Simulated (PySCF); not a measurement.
Ionisation and electron attachment of `[PH2][GeH2][Cl]` (ClGeH4P)

Parent: `[PH2][GeH2][Cl]` (ClGeH4P). Atom numbers as in the mapped SMILES `[PH2:1][GeH2:2][Cl:3]`.

Energies: ωB97X-D3(BJ)/ma-def2-TZVP (PySCF, density fitting, integration grid level 2) on GFN2-xTB structures. ωB97X-D3(BJ) is ωB97X-V with D3(BJ) in place of VV10. Zero-point and thermal terms (298.15 K, 1 bar) come from unscaled GFN2-xTB harmonic frequencies, with soft modes damped to free rotors in the entropy.

Frontier levels of the parent: HOMO -10.26 eV, LUMO 0.95 eV.

Oxidation to the radical cation:
```
Vertical ionisation energy (electronic)              : 10.20 eV
Adiabatic ionisation energy (with zero-point energy) : 9.34 eV
Adiabatic, electronic part                           : 9.40 eV
Vertical gap at the product's structure              : 8.90 eV
⟨S²⟩ of the product                                  : 0.755
Largest spin populations                             : P1 0.89
Largest changes of atomic charge                     : P1 0.45, Cl3 0.15, Ge2 0.11
Potential in acetonitrile                            : 6.79 V absolute, 2.25 V against Fc+/Fc computed at 4.54 V (solvation -10 → -252 kJ/mol)
Potential in dichloromethane                         : 7.01 V absolute, 2.31 V against Fc+/Fc computed at 4.70 V (solvation -9 → -230 kJ/mol)
```

Vertical electron affinity to the radical anion: -0.81 eV. The product does not keep its bonds on relaxation, so no adiabatic value is given. The value is negative, so the extra electron is not bound, and the number hangs on the basis.

Solvents are IEF-PCM continua (electrostatics only, gas-phase structures); absolute potentials refer to an electron at rest in vacuum. Fc+/Fc in acetonitrile, 4.54 V, is ωB97X-D3(BJ)/ma-def2-TZVP on PBE0-D3(BJ)/def2-SVP structures with GFN2-xTB thermal terms. Benchmark calculations put it near 5.0 V in acetonitrile and DMSO, so it is about 0.5 V low, and the value against it can read up to that much too high. Fc+/Fc in dichloromethane, 4.70 V, is ωB97X-D3(BJ)/ma-def2-TZVP on PBE0-D3(BJ)/def2-SVP structures with GFN2-xTB thermal terms. Benchmark calculations put it near 5.0 V in acetonitrile and DMSO, so it is about 0.3 V low, and the value against it can read up to that much too high.

Known limits: spin-orbit coupling is left out of the energies, which matters for open shells on the heavier atoms; atoms from Ga to Kr are treated without relativity.
